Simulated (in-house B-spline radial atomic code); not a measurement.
Configurations of the dysprosium ion Dy⁺, with energies counted from [Xe] 4f10 6s1. All numbers are computed (scalar-relativistic (X2C) r2SCAN0, spin-polarised, spherical fractional occupations, exact exchange averaged over the configuration; Fermi nucleus of rms radius 5.2218 fm) with a radial B-spline atomic code at the basis-set limit, not measured. Shells without spins written out take the highest spin.

Occupations are held fixed; configurations that lie above the ionisation limit could autoionise.

```json
{"configuration": "[Xe] 4f11", "E - E(ref) (eV)": "5.1542", "highest orbital": "4f down", "its <r> (bohr)": "1.07"}
{"configuration": "[Xe] 4f9 6s1 7f1", "E - E(ref) (eV)": "11.917", "highest orbital": "7f up", "its <r> (bohr)": "22.25"}
{"configuration": "[Kr] 4d10 4f11 5s2 5p5 6s1", "E - E(ref) (eV)": "26.023", "highest orbital": "4f down", "its <r> (bohr)": "0.9401"}
{"configuration": "[Kr] 4d9 4f10 5s2 5p6 5d1 6s1", "E - E(ref) (eV)": "155.03", "highest orbital": "5d up", "its <r> (bohr)": "2.479"}
{"configuration": "[Kr] 4d9 4f10 5s2 5p6 5f1 6s1", "E - E(ref) (eV)": "164.28", "highest orbital": "5f up", "its <r> (bohr)": "8.146"}
{"configuration": "[Kr] 4d9 4f10 5s2 5p6 6s1 6f1", "E - E(ref) (eV)": "165.52", "highest orbital": "6f up", "its <r> (bohr)": "14.43"}
```

(1) Order these further configurations by energy, lowest first.
A. [Xe] 4f9 6s1 7s1
B. [Xe] 4f9 6s1 7d1
C. [Xe] 4f9 6s1 7p1
D. [Xe] 4f10 7p1
E. [Xe] 4f10 7s1

(2) How far above the reference does [Kr] 4d10 4f10 5s2 5p5 6s1 7f1 lie?

Answers

(1) E (6.1701 eV), D (7.2947 eV), A (7.7602 eV), C (8.939 eV), B (10.624 eV).

(2) 35.5 eV; its least bound orbital is 7f up with <r> = 22.25 bohr.
